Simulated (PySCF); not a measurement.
From one molecule to another.

First species: C7H5Cl3.
Numbering: `[CH2:1]=[C:2]1[CH:3]=[C:4]([CH:5]([Cl:6])[Cl:7])[CH:8]=[C:9]1[Cl:10]` (hydrogens: H11, H12 on C1; H13 on C3; H14 on C5; H15 on C8)

Second species: SnIH3.
SMILES: `[H][Sn]([H])([H])[I]`

Levels: wB97X-D/def2-SVPD for dipole moment, HOMO energy, LUMO energy, HOMO–LUMO gap and static isotropic polarisability; TDDFT wB97X-D/def2-SVPD for lowest singlet excitation; PBE0-D3(BJ)/def2-SVP for rotational constant A and rotational constant C. Geometries: PBE0-D3(BJ)/def2-SVP. All species are isolated and taken at one optimised geometry (atoms past krypton carry core potentials, spin–orbit coupling is left out). Electronic properties by PySCF.

Dipoles, sizes and rotational constants follow the conformer. The torsions of the flexible species, by atom-mapped SMILES:
- `[CH2:1]=[C:2]1[CH:3]=[C:4]([CH:5]([Cl:6])[Cl:7])[CH:8]=[C:9]1[Cl:10]`: C3–C4–C5–Cl6 118°

```csv
property,column X,column Y
dipole moment,3.06 D,2.10 D
HOMO energy,-8.59 eV,-9.28 eV
LUMO energy,-0.96 eV,0.09 eV
HOMO–LUMO gap,7.63 eV,9.37 eV
lowest singlet excitation,3.34 eV,4.88 eV
static isotropic polarisability,128.6 au,79.2 au
rotational constant A,1.466 GHz,62.622 GHz
rotational constant C,0.413 GHz,1.089 GHz
```

**Question.** Which column belongs to which species?

**Answer.** Column X is the first species and column Y the second. The first has 15 atoms and 98 electrons, the second 5 and 106.

**Question.** How does each property change from the first species to the second?

**Answer.** dipole moment -0.96 D; HOMO energy -0.69 eV; LUMO energy +1.05 eV; HOMO–LUMO gap +1.74 eV; lowest singlet excitation +1.54 eV; static isotropic polarisability -49.4 au; rotational constant A +61.156 GHz; rotational constant C +0.676 GHz.

On the first: No computed singlet falls in the visible range (750 to 380 nm, 1.65 to 3.26 eV); S1 lies 0.08 eV above its blue end. The polarisability is 19.06 Å³ as a volume (1 au = 0.148185 Å³), or 1.31 au for each of the 98 electrons.

On the second: A dipole of 2.10 D is allowed in C3v, and pure rotational transitions are dipole-allowed. The polarisability is 11.73 Å³ as a volume (1 au = 0.148185 Å³). Atoms past krypton carry effective core potentials; spin–orbit coupling is left out.
